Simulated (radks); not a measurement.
Initial-state core-level shifts of the dysprosium ion Dy+ when its valence configuration changes from [Xe] 4f10 6s1. Calculated with a radial shooting solver on a logarithmic mesh with Libxc functionals: scalar-relativistic Kohn-Sham, PBE, spin-polarised, spherical densities, point nucleus; open shells are filled with parallel spins first (spin-orbit coupling, left out, can overturn this in heavy ions). Shifts are changes of the shell-averaged eigenvalues in eV (positive: less bound).

\begin{tabular}{lrrrr}
valence & 1s & 2p & 3p & 3d \\ \hline
4f9.5 6s1 6p0.5 & -4.693 & -4.920 & -5.275 & -5.246 \\
4f9 5d1 6s1 & -6.292 & -6.705 & -7.555 & -7.478 \\
4f9 6s1 6p1 & -9.834 & -10.328 & -11.108 & -11.046 \\
4f9 6s2 & -8.678 & -9.176 & -9.955 & -9.892 \\
4f10 6s0.5 6p0.5 & -0.679 & -0.671 & -0.662 & -0.663 \\
4f11 & +5.671 & +5.985 & +6.469 & +6.428 \\
4f10 5d0.5 6s0.5 & +0.827 & +0.859 & +0.832 & +0.837 \\
4f10.5 6s0.5 & +3.379 & +3.565 & +3.853 & +3.829 \\
\end{tabular}
